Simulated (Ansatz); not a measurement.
Consider the formal exchange of groups at the Si–Ge bond: `O[Si](O)(Cl)[GeH2][Cl]` + `[SiH3]Cl` → `O[Si](O)(Cl)[SiH2]Cl` + `[Cl][GeH3]`.

Isolated molecules relaxed with PBE0-D4/def2-TZVP in Ansatz; ΔE leaves out vibrations. CBS: MP2 limit from def2 TZ/QZ plus the TZ coupled-cluster correction, frozen cores. This one scheme is used for every species. Functionals use def2-TZVPP. B3LYP here is the variant with VWN-RPA as its local correlation; programs differ in this. For Ge outer-core shells are correlated without core-valence functions, which leaves a few kJ/mol of doubt a bond. Scalar relativity is left out up to krypton. Each species was taken in one conformer, which may not be the lowest.

| level | ΔE (kJ/mol) | difference from CCSD(T)/CBS |
| --- | --- | --- |
| PBE-D4 | 15.0 | -4.5 |
| PBE0-D4 | 15.4 | -4.1 |
| B3LYP-D4 | 18.7 | -0.8 |
| ωB97X-V | 16.5 | -3.0 |
| ωB97M-V | 20.7 | 1.2 |
| B3LYP | 18.3 | -1.2 |
| SCS-MP2/def2-TZVPP | 21.6 | 2.1 |
| HF/def2-QZVPP | 16.8 | -2.7 |
| MP2/def2-QZVPP | 22.1 | 2.6 |
| HF/CBS(def2) | 16.7 | -2.8 |
| CCSD(T)/CBS | 19.5 | 0 |

Largest T1 diagnostic among the species: 0.011.
